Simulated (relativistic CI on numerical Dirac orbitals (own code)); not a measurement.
## Cubic crystal-field splitting of Ce³⁺ by operator equivalents

Problem. Ce³⁺ (4f) sits in a cubic field with the Wybourne parameters B⁴₀ = 310 and B⁶₀ = 230 cm⁻¹. Find the levels of its ground J multiplet, neglecting the mixing with the other J.

Working.
1. One f electron has the ground level ²F5/2 with g_J = 6/7 and the Stevens factor β = 2/315. Rank 6 cannot act within J = 5/2.
2. Stevens form: B₄ = β B⁴₀/8 = 0.2460 cm⁻¹, in H = B₄(O₄⁰ + 5O₄⁴).
3. The eigenvalues of O₄⁰ + 5O₄⁴ for J = 5/2 are −240 (Γ7 doublet) and +120 (Γ8 quartet): E(Γ7) = -59.0, E(Γ8) = 29.5 cm⁻¹.
4. Order and energies above the lowest: Γ7 0.0, Γ8 88.6 cm⁻¹. A Γ7 ground doublet has the isotropic |g| = 1.429.

Check. Diagonalising spin-orbit coupling (free-ion gap 2139 cm⁻¹, from a Dirac-Coulomb-Breit calculation) and field together in all 14 states gives Γ7 0.0, Γ8 84.9 cm⁻¹, with |g| = 1.463. The other multiplet starts at 2162 cm⁻¹; the differences from the hand values come from J mixing and grow with the ratio of the field to that gap.
